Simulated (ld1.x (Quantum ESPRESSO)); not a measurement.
## Reading a pseudo-wave (Yb (Z = 70))

Columns: radius, all-electron u(r) and pseudo u(r) of the 5d shell (level -0.67 eV) of ytterbium in the configuration [Kr] 4d10 5s2 4f14 5p6 5d0 6s2 6p0; PBE, scalar-relativistic, RRKJ scheme, ld1.x (Quantum ESPRESSO) 7.5.

```tsv
r (bohr)	all-electron	pseudo
0.132	0.1158	0.0010
0.265	-0.0578	0.0077
0.398	-0.1772	0.0249
0.530	-0.1434	0.0548
0.663	-0.0363	0.0982
0.795	0.0829	0.1523
0.928	0.1905	0.2138
1.060	0.2776	0.2768
1.193	0.3455	0.3370
1.325	0.3957	0.3894
1.458	0.4321	0.4318
1.590	0.4571	0.4626
1.723	0.4737	0.4826
1.855	0.4836	0.4932
1.988	0.4888	0.4968
2.120	0.4904	0.4958
2.252	0.4893	0.4922
2.385	0.4863	0.4873
2.518	0.4819	0.4821
2.650	0.4766	0.4766
2.782	0.4707	0.4707
2.915	0.4643	0.4643
3.048	0.4576	0.4576
3.180	0.4507	0.4507
3.312	0.4435	0.4435
3.445	0.4360	0.4360
```

How many radial nodes do the two functions have?

The all-electron 5d function has n − l − 1 = 2; the pseudo-wave has 0, since the states of the same l below it are removed with the core.

At about which radius was the pseudo-wave matched?

2.65 bohr, where the columns begin to agree (steps of 0.13 bohr).

Is the pseudo-wave norm-conserving?

Yes: the RRKJ scheme keeps the norm inside the radius equal to the all-electron one, which fixes the energy derivative of the logarithmic derivative at the level.
